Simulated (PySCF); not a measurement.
## Nonlinear optical response: SMILES C[Se]c1ccc(S(C)(=O)=O)s1, C₆H₈O₂S₂Se

Geometry (Å), atoms numbered from 1 in this order:
```xyz
19

C     3.479    0.502   -1.502
Se    3.484    0.239    0.417
C     1.632    0.004    0.673
C     1.021   -0.289    1.877
C    -0.384   -0.408    1.757
C    -0.816   -0.202    0.471
S    -2.479   -0.279   -0.092
C    -3.024    1.420   -0.104
O    -3.245   -0.975    0.937
O    -2.455   -0.732   -1.478
S     0.487    0.121   -0.614
H     4.528    0.642   -1.792
H     3.074   -0.383   -2.012
H     2.905    1.399   -1.770
H     1.569   -0.425    2.810
H    -1.072   -0.651    2.568
H    -2.399    1.991   -0.801
H    -4.065    1.388   -0.455
H    -2.970    1.822    0.915
```

Level of theory: quadratic response CAM-B3LYP/def2-SVPD first hyperpolarisability, Taylor convention, gas phase (PySCF). Geometry: PBE0-D3(BJ)/def2-SVP.

The calculation is non-relativistic, which matters for the atoms heavier than Zn.

(1) What is the first hyperpolarisability, and how does it disperse?

(2) Which lowest excitations, dipole and polarisabilities go with it?

Answers

(1) In 10⁻³⁰ esu, Taylor convention; the vector part is βᵢ = ⅓ Σⱼ (βᵢⱼⱼ + βⱼᵢⱼ + βⱼⱼᵢ); β∥ is 3/5 of the vector part along the dipole, the dipole points from − to +:
```tsv
process	λ (nm)	β vector norm	β∥	β HRS	depolarisation ratio
static β(0;0,0)	∞	4.51	1.52	2.26	3.15
second harmonic β(−2ω;ω,ω)	1907	5.30	1.85	2.61	3.28
Pockels β(−ω;ω,0)	1907	4.75	1.62	–	–
second harmonic β(−2ω;ω,ω)	1064	7.85	2.92	3.71	3.59
Pockels β(−ω;ω,0)	1064	5.36	1.87	–	–
```

(2) S1 4.41 eV (f = 0.196); S2 4.48 eV (f = 0.127); S3 5.49 eV (f = 0.011); dipole 5.30 D; isotropic α 146.8 au static, 147.5 au at 1907 nm, 149.0 au at 1064 nm, 149.5 au at 953.5 nm, 156.7 au at 532 nm.
